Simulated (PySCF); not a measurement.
Molecular orbitals of NaCa⁻

MN15 at R = 3.962 Å; Na aug-pcseg-1, Ca aug-pcseg-1; no relativity (PySCF 2.14). State: ¹Σ⁺ (singlet), closed shell. Only the outer orbitals are listed, counted within each symmetry.

```json
{"orbital": "7σ", "occ.": "2", "ε (eV)": "-29.43", "on Na (%)": "100", "main shells (%)": "100 Na p"}
{"orbital": "2π", "occ.": "2", "ε (eV)": "-29.43", "on Na (%)": "100", "main shells (%)": "100 Na p"}
{"orbital": "2π", "occ.": "2", "ε (eV)": "-29.43", "on Na (%)": "100", "main shells (%)": "100 Na p"}
{"orbital": "3π", "occ.": "2", "ε (eV)": "-28.80", "on Na (%)": "0", "main shells (%)": "100 Ca p"}
{"orbital": "3π", "occ.": "2", "ε (eV)": "-28.80", "on Na (%)": "0", "main shells (%)": "100 Ca p"}
{"orbital": "8σ", "occ.": "2", "ε (eV)": "-28.76", "on Na (%)": "0", "main shells (%)": "100 Ca p"}
{"orbital": "9σ", "occ.": "2", "ε (eV)": "-1.93", "on Na (%)": "30", "main shells (%)": "72 Ca s, 23 Na s"}
{"orbital": "10σ", "occ.": "2", "ε (eV)": "-0.16", "on Na (%)": "60", "main shells (%)": "57 Na s, 35 Ca p"}
{"orbital": "11σ", "occ.": "0", "ε (eV)": "1.63", "on Na (%)": "74", "main shells (%)": "85 Na s, 51 Ca p"}
{"orbital": "4π", "occ.": "0", "ε (eV)": "1.65", "on Na (%)": "19", "main shells (%)": "80 Ca p, 19 Na p"}
{"orbital": "4π", "occ.": "0", "ε (eV)": "1.65", "on Na (%)": "19", "main shells (%)": "80 Ca p, 19 Na p"}
```

**Question.** Which are the highest filled and the lowest empty level, where do they sit, and how wide is the gap?

**Answer.** Highest filled 10σ at -0.16 eV (in %: 57 Na s, 35 Ca p); lowest empty 11σ at 1.63 eV (in %: 85 Na s, 51 Ca p); the gap at MN15 is 1.79 eV. An empty level above zero is unbound, and its energy depends on the basis.

```json
{
 "bond order (Mayer)": "0.92",
 "⟨S²⟩": "0.000",
 "charge on Na (Mulliken, basis-dependent)": "-0.79",
 "charge on Na (Löwdin, basis-dependent)": "-0.53",
 "dipole moment (positive dipole points towards Ca; it is taken about the centre of mass and depends on that origin)": "4.86 D"
}
```

Closed-shell solutions of metal pairs were not tested for spin polarisation, which can lower them a little.
